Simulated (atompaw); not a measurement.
## bromine (Br): variants of one PAW (atompaw) potential

Base potential:

atompaw 4.2.0.5 input, output lines left out:

```
Br 35
GGA-PBE scalarrelativistic loggrid 1500 logderivrange -21 5 261
4 4 3 0 0 0
4 1 3.5
0 0 0
c
c
v
v
c
v
v
v
2
1.00 0.75 0.90 0.75
n
n
y
-2.25
n
modrrkj vanderbiltortho besselshape
bessel
0.60
1.00
0.80
1.00
1.00
1.00
```

All-electron outer shells of the reference configuration (PBE, scalar-relativistic, ld1.x):

```
shell  level (eV)  outermost node (bohr)  outermost maximum (bohr)
   2p    -1546.18                      –                      0.13
   3s     -255.55                   0.23                      0.48
   3p     -190.97                   0.21                      0.48
   3d      -84.16                      –                      0.43
   4s      -35.99                   0.67                      1.39
   4p      -22.72                   0.70                      1.60
```

Cutoffs, loose and tight: the cutoffs (Ry, on a coarse ladder) from which the occupation-weighted sum of valence levels, in a spherical-Bessel basis at the reference potential, stays within 10 and 1 mRy of its value at 400 Ry. They see the waves, projectors and local potential, not the compensation charge or the core. A dash means not determined.

| change | outcome | cutoff, loose | cutoff, tight | bound ghosts |
| --- | --- | --- | --- | --- |
| base | generated | 200 Ry | over 300 Ry | none |
| augmentation besselshape compensation charge, radius 0.75 bohr; PAW radius 1.00 bohr; waves and projectors: custom rrkj vanderbiltortho | generated | 230 Ry | over 300 Ry | none |
| functional LDA (PW92) | generated | 200 Ry | over 300 Ry | none |
| core correction smooth core density matched at 0.44 bohr | generated | 200 Ry | over 300 Ry | none |
| reference 3s2 3p6 3d10 4s2 4p3 | generated | 200 Ry | 300 Ry | none |
| wave 3d channel at -2.25 Ry: rc 1.00 bohr becomes 3d channel at -3.3 Ry: rc 1.00 bohr | generated | 200 Ry | over 300 Ry | none |
| augmentation besselshape compensation charge, radius 0.76 bohr; PAW radius 1.00 bohr; waves and projectors: modrrkj vanderbiltortho | generated | 200 Ry | over 300 Ry | none |
| wave 3d channel at -2.25 Ry: rc 1.00 bohr becomes 3d channel at -2.25 Ry: rc 0.68 bohr | generated | 200 Ry | 300 Ry | none |

Q: What comes out with this change to the base: wave 3s (bound): rc 0.60 bohr becomes 3s (bound): rc 0.98 bohr?

A: outcome: generated; cutoff, loose: 180 Ry; cutoff, tight: 300 Ry; bound ghosts: none.

Q: What comes out with this change to the base: core [Ar] 3d10, valence charge 7; reference 4s2 4p3; waves now 4s (bound): rc 1.50 bohr; 4s channel at -2.45 Ry: rc 1.55 bohr; 4p (bound): rc 1.55 bohr; 4p channel at 1.6 Ry: rc 1.55 bohr; local potential bessel scheme, radius 1.40 bohr; core correction smooth core density matched at 1.15 bohr; augmentation besselshape compensation charge, radius 1.40 bohr; PAW radius 1.55 bohr; waves and projectors: modrrkj vanderbiltortho?

A: outcome: failed: atompaw: The overlap operator has at least one negative eigenvalue!. Cause: the overlap operator built from these waves and projectors is not positive definite.
